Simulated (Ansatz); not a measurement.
`CC1(C)CCc2ccccc21`, relaxed with RKS PBE0-D4/def2-TZVP in Ansatz from a PBE-D4/def2-SVP geometry. The force threshold is 0.005 eV/Å; the program also tests the step.

Charge 0, multiplicity 1.

Start:

```xyz
25

C     0.911    2.105    0.777
C     0.710    0.585    0.745
C     0.464    0.056    2.175
C     1.913   -0.154    0.082
C     1.324   -1.421   -0.573
C    -0.095   -1.007   -0.893
C    -1.024   -1.604   -1.756
C    -2.305   -1.038   -1.882
C    -2.652    0.108   -1.147
C    -1.721    0.705   -0.278
C    -0.443    0.145   -0.157
H     1.037    2.515   -0.246
H     1.812    2.371    1.368
H     0.046    2.620    1.245
H    -0.464    0.489    2.602
H     1.308    0.323    2.845
H     0.351   -1.047    2.185
H     2.337    0.499   -0.710
H     2.727   -0.366    0.805
H     1.892   -1.756   -1.465
H     1.321   -2.281    0.135
H    -0.754   -2.502   -2.334
H    -3.040   -1.495   -2.562
H    -3.657    0.543   -1.256
H    -1.997    1.605    0.294
```

Task: How much energy does the relaxation release, and in how many steps? (Estimate.)

Result: Ansatz gave: 12.20 kJ/mol, in 4 steps, 1 of them rejected.

Task: Which bonds change most? (An estimate is asked.)

Result: Computed: C6–C11 from 1.410 to 1.392 Å; C5–H21 from 1.114 to 1.097 Å; C5–H20 from 1.109 to 1.092 Å; C8–C9 from 1.406 to 1.389 Å.

Task: Give the relaxed structure. (Best estimate.)

Result: Ansatz gave: 
```xyz
25

C     0.900    2.085    0.766
C     0.701    0.578    0.737
C     0.460    0.058    2.157
C     1.894   -0.153    0.085
C     1.310   -1.410   -0.570
C    -0.099   -0.996   -0.883
C    -1.015   -1.586   -1.737
C    -2.281   -1.027   -1.861
C    -2.623    0.105   -1.135
C    -1.704    0.693   -0.274
C    -0.441    0.140   -0.155
H     1.025    2.484   -0.243
H     1.789    2.344    1.349
H     0.047    2.591    1.227
H    -0.453    0.487    2.577
H     1.295    0.325    2.811
H     0.351   -1.029    2.168
H     2.317    0.491   -0.693
H     2.688   -0.368    0.803
H     1.870   -1.727   -1.453
H     1.311   -2.259    0.124
H    -0.749   -2.468   -2.310
H    -3.004   -1.474   -2.535
H    -3.612    0.536   -1.244
H    -1.977    1.580    0.288
```
